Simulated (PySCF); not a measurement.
CHO2, SMILES [O]C=O (connectivity only; charge and spin as stated), charge -1, multiplicity 1.

Geometry: B3LYP-D3(BJ)/def2-TZVPD. The multiplicity is an assumed one; other spin states were not compared. The isomer is the one that the SMILES or the coordinates give; other isomers of the formula were not compared.

These are PBE/def2-TZVPD (PySCF) values and carry that method's errors.

Symmetry labels are those of the subgroup C2v that the program uses (full group C2v).

Computed valence orbital energies around the gap with their symmetry:
```tsv
orbital	symmetry	energy (eV)
HOMO−7	B2	-17.69
HOMO−6	A1	-7.51
HOMO−5	A1	-4.86
HOMO−4	B2	-4.02
HOMO−3	B1	-3.82
HOMO−2	A2	-0.40
HOMO−1	B2	0.19
HOMO	A1	0.28
LUMO	A1	4.22
LUMO+1	A1	4.95
LUMO+2	B2	4.97
LUMO+3	B1	5.47
```
